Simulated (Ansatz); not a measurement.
**Molecular dynamics of CaH8Cl2O4**

Input file:

```yaml
accuracy: low
crystal:
  lattice:
    - [6.229962, 0.0, 0.0]
    - [0.0, 6.229962, 0.0]
    - [0.0, 0.0, 6.229962]
  atoms:
    - { symbol: O, position: [0.72281054, 0.18891902, -0.10382191] }
    - { symbol: H, position: [0.80867674, 0.2988272, -0.22016645] }
    - { symbol: H, position: [0.84811282, 0.1315894, -0.0206758] }
    - { symbol: O, position: [0.25722361, 0.57199635, -0.00825504] }
    - { symbol: H, position: [0.12784328, 0.64919498, -0.03949448] }
    - { symbol: H, position: [0.3479256, 0.70009791, -0.00143002] }
    - { symbol: O, position: [0.73254867, 0.9899138, 0.31661921] }
    - { symbol: H, position: [0.77260477, 0.93650719, 0.46814309] }
    - { symbol: H, position: [0.5968497, 0.9176296, 0.2788915] }
    - { symbol: O, position: [-0.11253065, 0.73466381, 0.0323217] }
    - { symbol: H, position: [-0.1205416, 0.79537611, 0.18799529] }
    - { symbol: H, position: [-0.16435465, 0.84614431, -0.05690728] }
    - { symbol: Ca, position: [0.41142733, 0.32021026, 0.74961367] }
    - { symbol: Cl, position: [0.71603493, 0.46278155, 0.5189346] }
    - { symbol: Cl, position: [0.13194024, 1.00670379, 0.76820366] }
basis:
  ecutwfc: 420.0
kpoints:
  mp_grid: { grid: [1, 1, 1] }
hamiltonian:
  xc: pbe
  dispersion: d3bj
scf:
  occupations: { method: fermi_dirac, width: 0.02 }
  lower_state_search: "off"
md:
  timestep: 0.75
  n_steps: 400
  ensemble: npt_langevin
  temperature: 700.0
  initial_velocities: maxwell_boltzmann
  seed: 812117
  friction: 0.02
  pressure: 0.0
  fix_cell: [shape]
```

Launched with:

```bash
$ ansatz run input.yaml --threads 1 --pin off --max-ram 3072MiB --backend cpu --events-out ev --progress --plain --runs-dir out
```

It goes on from the last frame of an earlier run, with new velocities.

Output, in part (step lines):

```
md step     0: t =     0.00 fs  T =   653.3 K  F+E_penalty+E_count = -6379.61028877 eV  E_kin = 1.266748 eV  conserved = -6378.67459093 eV  P_inst = 0.6378 GPa  V = 241.7999 Å³  selection 1  (9 SCF iters)
[... lines left out ...]
```

The steps, from the saved trajectory:

| time (fs) | T (K) | potential energy less start (eV) | conserved less start (meV/atom) | P (GPa) | volume (Å³) |
| --- | --- | --- | --- | --- | --- |
| 0.0 | 653 | 0.000 | 0.00 | 0.6 | 241.8 |
| 9.8 | 559 | -0.141 | 0.38 | -0.3 | 243.3 |
| 19.5 | 735 | -0.234 | 0.36 | -0.1 | 246.3 |
| 29.2 | 756 | -0.696 | -0.10 | 2.4 | 246.9 |
| 39.0 | 1043 | -0.812 | 0.37 | 3.3 | 246.3 |
| 48.8 | 918 | -0.924 | 0.24 | 2.7 | 248.2 |
| 58.5 | 852 | -0.788 | 0.65 | 1.6 | 253.1 |
| 68.2 | 820 | -0.670 | 0.11 | 1.6 | 257.5 |
| 78.0 | 682 | -0.396 | 0.34 | 1.0 | 262.4 |
| 87.8 | 483 | -0.163 | 0.20 | 0.2 | 269.0 |
| 97.5 | 641 | -0.095 | -0.39 | -0.1 | 273.7 |
| 107.2 | 701 | -0.130 | -0.57 | -0.7 | 277.5 |
| 117.0 | 1034 | -0.355 | -0.70 | -1.1 | 277.6 |
| 126.8 | 830 | -0.249 | -0.08 | -0.9 | 277.3 |
| 136.5 | 625 | -0.052 | -0.12 | -1.1 | 277.4 |
| 146.2 | 583 | 0.074 | 0.05 | -0.6 | 279.7 |
| 156.0 | 682 | -0.316 | 0.34 | -1.1 | 286.3 |
| 165.8 | 886 | -0.732 | 0.12 | -1.7 | 291.7 |
| 175.5 | 724 | -0.635 | 0.29 | -1.2 | 296.2 |
| 185.2 | 581 | -0.404 | 0.63 | -1.2 | 302.8 |
| 195.0 | 544 | -0.511 | 0.63 | -0.4 | 307.9 |
| 204.8 | 542 | -0.665 | 0.23 | -0.5 | 309.5 |
| 214.5 | 704 | -0.839 | 0.41 | 0.3 | 310.2 |
| 224.2 | 532 | -0.931 | 0.59 | 0.2 | 308.9 |
| 234.0 | 486 | -0.918 | 0.16 | 0.6 | 308.5 |
| 243.8 | 554 | -1.018 | 0.44 | 0.9 | 305.1 |
| 253.5 | 543 | -1.006 | 0.83 | 1.7 | 302.5 |
| 263.2 | 630 | -0.977 | 0.61 | 1.7 | 299.2 |
| 273.0 | 832 | -1.006 | -0.12 | 0.7 | 297.4 |
| 282.8 | 751 | -0.739 | 0.26 | 0.7 | 296.2 |
| 292.5 | 746 | -0.496 | 0.05 | -0.1 | 297.6 |

The run went to its last step. The conserved energy stayed within 1.8 meV per atom of its start (net change 0.72 meV per atom), so there is no drift, though single steps change it by up to 22 meV in the whole system, a sign of fast motions only just resolved. A run of 0.3 ps of so small a system gives no equilibrium averages. Limits of this set-up: coarse k mesh, low accuracy level. The cell's volume went from 242 to 298 Å³.

Mean squared displacements from the first frame to the last, about the centre of mass, the cell's change included: O 1.20 Å², H 2.74 Å², Ca 0.21 Å², Cl 0.37 Å².

Last frame:

```xyz
15
Lattice="6.6759 0.0000 0.0000 0.0000 6.6759 0.0000 0.0000 0.0000 6.6759" Properties=species:S:1:pos:R:3
O 4.719 1.382 -0.324
H 4.376 0.664 0.272
H 4.652 2.244 0.044
O 1.968 3.252 -1.601
H 1.809 3.335 -0.672
H 1.952 4.250 -1.810
O 5.194 6.026 2.963
H 6.136 5.876 3.241
H 4.730 5.173 2.937
O -0.983 4.349 -0.729
H -0.518 5.130 -0.702
H -1.483 4.478 -1.615
Ca 3.158 1.425 4.437
Cl 4.541 3.163 2.910
Cl 1.762 6.113 4.985
```

The run took 4.4 min on 1 thread of AMD EPYC 9R45 96-Core Processor (Zen 5), with other jobs on the host, peak memory 0.49 GiB.
